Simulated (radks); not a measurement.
Results of a calculation; reference values are marked as such.
Task: The calcium ion Ca7+, 13 electrons, occupied as [Ne] 3s2 3p1. Level of theory: scalar-relativistic Kohn-Sham, PBEsol, spin-polarised, spherical densities, finite nucleus; open shells are filled with parallel spins first; Fermi nuclear charge, rms radius 3.4776 fm (a radial shooting solver on a logarithmic mesh with Libxc functionals). Some entries of the table are withheld. Estimate them.

| orbital | occ. | eigenvalue (Ry) | <1/r> (bohr^-1) |
|---|---|---|---|
| 1s up | 1 | -300.3307 | 19.73 |
| 1s down | 1 | -300.2987 | 19.73 |
| 2s up | 1 | -40.24755 | 4.069 |
| 2s down | 1 | -40.21659 | 4.070 |
| 2p up | 3 | -34.50165 | 3.977 |
| 2p down | 3 | -34.46001 | 3.977 |
| 3s up | 1 | -11.64824 | (1) |
| 3s down | 1 | -11.44964 | (2) |
| 3p up | 1 | -10.09574 | 1.306 |
| 3p down | 0 | -9.90221 | 1.304 |

Result: 
(1) 3s up <1/r> (bohr^-1): 1.385
(2) 3s down <1/r> (bohr^-1): 1.383
